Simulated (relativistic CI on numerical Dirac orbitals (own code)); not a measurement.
**Fe⁵⁺ in a cubic cluster: 3s photoemission with charge transfer**

Computed with a charge-transfer multiplet model of a cubic metal-ligand cluster with up to 2 ligand holes, Slater and spin-orbit integrals from Dirac-Coulomb-Breit ions, Slater integrals scaled by 0.9. The ground state mixes d3 with configurations of k ligand holes L, whose averages lie at kΔ + k(k − 1)U_dd/2; a core hole lowers each added d electron by U_cd. 20 K, Lorentzian 1.4 eV and Gaussian 0.8 eV FWHM.

Atomic integrals in eV (Slater integrals scaled, ζ unscaled), ground: F2dd 12.493, F4dd 7.889, zeta_d 0.071; with the core hole: F2dd 13.248, F4dd 8.398, zeta_d 0.080, G2cd 12.508.

Cluster parameters (eV): U_dd = 7.3, U_cd = 9.1, 10Dq = 2.45, 10Dq(ligand) = 0.3, V(eg) = 2.75, V(t2g) = -1.16, final-state hopping factor = 1.

| Case | n_d | d3 | d4L | d5L2 | S |
| --- | --- | --- | --- | --- | --- |
| Δ = -2.6 eV | 4.00 | 0.20 | 0.60 | 0.20 | 1.50 |
| Δ = -1.6 eV | 3.92 | 0.25 | 0.59 | 0.17 | 1.50 |
| Δ = -0.6 eV | 3.84 | 0.30 | 0.57 | 0.14 | 1.50 |

Weights, n_d and S are thermal averages at 20 K. Binding energies count from the first peak over 30 % of the highest in each spectrum, which can be another peak from case to case. The parameters are a model scan and need not match a compound or its usual spin state. Peaks in eV (height, largest 100):
- Δ = -2.6 eV: 0.0 (100), 5.2 (51), 13.1 (73), 18.8 (10), 26.5 (15)
- Δ = -1.6 eV: 0.0 (100), 5.1 (50), 12.8 (72), 18.4 (11), 26.0 (15)
- Δ = -0.6 eV: 0.0 (100), 5.2 (47), 12.7 (71), 18.2 (12), 23.7 (9), 25.7 (14)

Curve for Δ = -1.6 eV (points under 2 left out, the grid thinned):

| E (eV) | Intensity |
| --- | --- |
| -4.0 | 4.2 |
| -3.2 | 6.3 |
| -2.5 | 10.0 |
| -1.7 | 20.2 |
| -0.9 | 52.6 |
| -0.2 | 97.5 |
| 0.6 | 68.3 |
| 1.4 | 27.2 |
| 2.1 | 15.7 |
| 2.9 | 12.8 |
| 3.7 | 17.4 |
| 4.4 | 33.3 |
| 5.2 | 49.2 |
| 6.0 | 31.1 |
| 6.7 | 22.6 |
| 7.5 | 17.5 |
| 8.3 | 13.8 |
| 9.0 | 11.8 |
| 9.8 | 11.8 |
| 10.6 | 16.8 |
| 11.3 | 28.6 |
| 12.1 | 55.1 |
| 12.8 | 71.9 |
| 13.6 | 54.6 |
| 14.4 | 33.3 |
| 15.1 | 26.6 |
| 15.9 | 16.4 |
| 16.7 | 9.7 |
| 17.4 | 8.9 |
| 18.2 | 11.1 |
| 19.0 | 9.7 |
| 19.7 | 6.9 |
| 20.5 | 5.2 |
| 21.3 | 4.3 |
| 22.0 | 4.2 |
| 22.8 | 5.5 |
| 23.6 | 6.1 |
| 24.3 | 7.5 |
| 25.1 | 10.8 |
| 25.9 | 14.9 |
| 26.6 | 12.6 |
| 27.4 | 6.8 |
| 28.2 | 3.5 |
| 28.9 | 2.1 |
| 35.9 | 2.0 |

For the case Δ = -1.6 eV, Δ = -1.6 eV is smaller than U_dd = 7.3 eV, the charge-transfer side of the Zaanen-Sawatzky-Allen scheme (negative Δ: between configuration averages a ligand hole costs less than the nominal valence; multiplet and field energies can change this for the lowest states). With the core hole the configuration with one ligand hole lies at Δ − U_cd = -11.7, -10.7, -9.7 eV from the one without, in the order of the table; where this is negative the screened configuration lies lower.

With at most 2 ligand holes the space is cut while the next configuration still counts, so covalency is underestimated, and a final configuration with one more ligand hole, which can lie low, is missing from the spectra.

Without intra-shell correlation the exchange splitting of the 3s hole comes out too large.
